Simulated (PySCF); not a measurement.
Geometries of 2 isomers of C5H6ClFO, from PBE0-D3(BJ)/def2-SVP geometry optimisation, gas phase (PySCF 2.14.0). One conformer each, no zero-point energy, no frequencies.

**Question.** Which is lower in electronic energy at this level?
A.
```xyz
14
angstrom
C      1.945   -0.184    0.667
C      0.734    0.516    0.169
F      0.912    1.830    0.055
C     -0.483    0.021   -0.170
C     -1.585    0.912   -0.653
C     -0.670   -1.428   -0.028
O      0.112   -2.232    0.376
Cl    -2.298   -1.982   -0.542
H      1.775   -0.587    1.677
H      2.196   -1.046    0.036
H      2.780    0.527    0.694
H     -1.967    0.572   -1.626
H     -1.230    1.944   -0.754
H     -2.436    0.902    0.045
```
B.
```xyz
14
angstrom
C     -1.629    1.085   -0.708
O     -1.215   -0.249   -0.838
C      0.150   -0.406   -0.780
C      0.661   -1.687   -0.168
C      0.838   -0.403    0.518
C      1.284    0.240    1.575
F      1.895   -0.349    2.587
Cl     1.152    1.943    1.811
H     -1.225    1.722   -1.518
H     -2.725    1.097   -0.766
H     -1.313    1.517    0.258
H      0.704    0.008   -1.639
H      1.530   -2.179   -0.619
H     -0.106   -2.363    0.227
```

**Answer.** A. That is `O=C(/C(=C(/F)C)C)Cl`, 57.3 kcal/mol below the other.

| SMILES | atoms numbered as above | E (Eh) | relative (kcal/mol) | relative (kJ/mol) | dipole (D) |
| --- | --- | --- | --- | --- | --- |
| C/C(F)=C(/C)C(=O)Cl | [CH3:1]/[C:2]([F:3])=[C:4](/[CH3:5])[C:6](=[O:7])[Cl:8] | -828.44382 | 0.0 | 0.0 | 2.30 |
| CO[C@@H]1C/C1=C(\F)Cl | [CH3:1][O:2][C@@H:3]1[CH2:4]/[C:5]1=[C:6](\[F:7])[Cl:8] | -828.35243 | 57.3 | 239.9 | 1.22 |

As drawn, the lower has a C=O bond, which the higher lacks; the higher has a three-membered ring, which the lower lacks.
